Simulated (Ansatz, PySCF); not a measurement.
Reaction (SMILES): [Br][Al][Br] -> [Br][Al][Br] as singlet, charge +1 + e-
Each molecule is optimised on its own at B3LYP-D3(BJ)/def2-TZVP (Ansatz, a quantum-chemistry and plane-wave program). A spin state is the lowest found, not a proven ground state.

Quantity: adiabatic ionisation energy (0 K, with B3LYP-D3(BJ) harmonic zero-point energies from PySCF), in eV. Valence correlation only, unless marked. Open shells are spin-unrestricted. No spin-orbit coupling. The frozen core is the preceding noble-gas configuration, with the filled d and f shells of earlier blocks. Non-relativistic. Basis-set limits of correlation are two-point, X^-3; Hartree-Fock from the larger set. The bracket is a focal-point correction in the basis named.

```json
[
 {"level": "HF/6-31G", "program": "Ansatz", "adiabatic ionisation energy (eV)": "8.09", "minus last row": "0.51"},
 {"level": "HF/def2-SVPD", "program": "Ansatz", "adiabatic ionisation energy (eV)": "7.43", "minus last row": "-0.15"},
 {"level": "BLYP-D3(BJ)/def2-TZVPD", "program": "Ansatz + dftd3", "adiabatic ionisation energy (eV)": "7.51", "minus last row": "-0.07"},
 {"level": "M06-L-D4/def2-TZVPD", "program": "PySCF + dftd4", "adiabatic ionisation energy (eV)": "7.32", "minus last row": "-0.26"},
 {"level": "BHLYP/def2-TZVPD", "program": "Ansatz", "adiabatic ionisation energy (eV)": "7.61", "minus last row": "0.03"},
 {"level": "wB97M-V/def2-TZVPD", "program": "Ansatz", "adiabatic ionisation energy (eV)": "7.51", "minus last row": "-0.07"},
 {"level": "RI-MP2/CBS(def2-TZVPPD,def2-QZVPPD)", "program": "Ansatz", "adiabatic ionisation energy (eV)": "7.53", "minus last row": "-0.05"},
 {"level": "CCSD/def2-SVP", "program": "Ansatz", "adiabatic ionisation energy (eV)": "7.37", "minus last row": "-0.21"},
 {"level": "RI-MP2/CBS(def2-TZVPP,def2-QZVPP)+[CCSD(T)-MP2]/def2-SVP", "program": "Ansatz", "adiabatic ionisation energy (eV)": "7.52", "minus last row": "-0.06"},
 {"level": "RI-MP2/CBS(def2-TZVPPD,def2-QZVPPD)+[CCSD(T)-MP2]/def2-TZVPPD", "program": "Ansatz", "adiabatic ionisation energy (eV)": "7.58", "minus last row": "0.00"}
]
```
